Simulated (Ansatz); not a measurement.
Reactions of `O[SiH]1[O][GeH2]1`.

Computed with Ansatz on PBE0-D4/def2-TZVP structures; ΔE is electronic, products minus reactants. CCSD(T)/CBS adds triple-zeta CCSD(T) − MP2 to the extrapolated MP2 energy (def2 sets, frozen cores). This one scheme is used for every species, atoms too. Functionals use def2-TZVPP. No spin–orbit coupling; open shells (•) take unrestricted orbitals. Spin–orbit coupling would lower the free atoms: a little for O, Si; clearly for Ge. For Ge outer-core shells are correlated without core-valence functions, so the limit isn't a true one: a few kJ/mol of doubt a bond, and 10 to 20 or more in all where bonds break to atoms. Scalar relativity is left out up to krypton. One conformer a species, not always the lowest.

```tsv
reaction	CCSD(T)/CBS(def2) (kJ/mol)
`O[SiH]1[O][GeH2]1` + HCl → `Cl[SiH]1[O][GeH2]1` + H₂O	0
`O[SiH]1[O][GeH2]1` + H₂ → `[O]1[SiH2][GeH2]1` + H₂O	87
`O[SiH]1[O][GeH2]1` → Ge• + 4 H• + 2 O• + Si•	2704
`O[SiH]1[O][GeH2]1` + H–F → `F[SiH]1[O][GeH2]1` + H₂O	?
```

Task: Fill in the missing values. (Estimate.)

Result: The calculation gave: `O[SiH]1[O][GeH2]1` + H–F → `F[SiH]1[O][GeH2]1` + H₂O: -38.4 kJ/mol.

Largest T1 diagnostic: 0.014, for `F[SiH]1[O][GeH2]1`.
